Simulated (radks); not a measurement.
Question: These are the eigenvalues of the occupied orbitals of an atom or ion with whole-number occupations (hartree). Method: non-relativistic Kohn-Sham, LDA (Slater exchange, Perdew-Wang correlation), spin-unpolarised, spherical densities, point nucleus; computed with a radial shooting solver on a logarithmic mesh with Libxc functionals.

1s: -2858.845
2s: -506.1635
2p: -488.4721
3s: -143.4057
3p: -135.0255
3d: -119.3551
4s: -53.13692
4p: -49.43431
4d: -42.62393
4f: -33.54478

Which element is it, and in what charge state? The configuration may be excited.

Answer: Z = 81, thallium, charge +27: Tl27+ in [Kr] 4d10 4f8. The list shows which subshells hold electrons but not how many an open one holds; the 1s level, -2858.8 hartree, gives Z - s = 75.6 by -(Z - s)^2/2, which with screening narrows Z to a few neighbours, and the depths of the outer levels then fix element, charge and occupations together.
